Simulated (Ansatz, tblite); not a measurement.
Removing an electron: diborane 1,1-di Cl (B₂H₄Cl₂). Charge 0, multiplicity 1. Geometry: PBE0-D4/def2-SVP. Ansatz, gas phase; energy differences of separate SCF runs; the oxidised species was run as a doublet alone.

Cartesian coordinates in Å:
```
B -0.640 -0.389 0.319
Cl -0.509 -1.193 1.887
Cl -2.179 -0.443 -0.549
H -0.192 0.900 0.409
B 0.754 0.459 -0.375
H 0.610 0.987 -1.444
H 1.775 0.464 0.256
H 0.380 -0.786 -0.502
```

The xTB rows come from tblite.

Q: Estimate orbital energies and vertical ionisation energies at: GFN1-xTB; GFN2-xTB; PBE-D4/def2-TZVP; r2SCAN-D4/def2-TZVP; PBE0-D4/def2-TZVP.

A: 
```tsv
level	−HOMO (eV)	vertical IE (eV)	−LUMO (eV)	HOMO–LUMO gap (eV)
GFN1-xTB	12.83	15.40	6.59	6.24
GFN2-xTB	11.69	14.43	6.59	5.10
PBE-D4/def2-TZVP	7.66	10.78	2.22	5.45
r2SCAN-D4/def2-TZVP	8.02	11.03	1.93	6.08
PBE0-D4/def2-TZVP	9.07	11.28	1.28	7.79
```

Relaxing the oxidised species (PBE0-D4/def2-SVP) changes its energy by -0.39 eV at PBE0-D4/def2-TZVP, so the adiabatic ionisation energy to this nearest minimum is 10.88 eV. At PBE-D4/def2-TZVP it is 10.62 eV.   Raw xTB energy differences between charge states are shifted by several eV; the methods need an empirical correction for them.
